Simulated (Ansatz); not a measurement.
Species: MoO3, net charge 1, doublet state. The spin state was set by rule; other spins were not relaxed. 
Coordinates optimised at B3LYP-D3(BJ)/def2-TZVP (Ansatz, an electronic-structure program):
```
Mo
O 1 1.6665
O 1 1.6665 2 106.90
O 1 1.8361 2 104.61 3 -110.59
```
Charge +1, spin multiplicity 2.

Parts of the frozen-core correlation energy in def2-SVPD (Ansatz, hartree). Frozen orbitals: 7; correlated occupied orbitals by spin: 12 and 11; virtual: 84 and 85. UHF or UKS for open shells. No spin-orbit coupling. In def2 rows, elements after Kr have scalar-relativistic effective core potentials.

| term | value |
|---|---|
| reference (HF) | -291.54315 |
| MP2 opposite-spin | -0.49710 |
| MP2 same-spin | … |
| CCSD correlation | … |
| (T) | … |
| T1 diagnostic | 0.098 |
| largest doubles amplitude | 0.042 |
| <S^2> of the reference | 1.725 |

### Question
Complete the blanks.

### Answer

- MP2 same-spin, value: -0.21610
- CCSD correlation, value: -0.76456
- (T), value: -0.04770
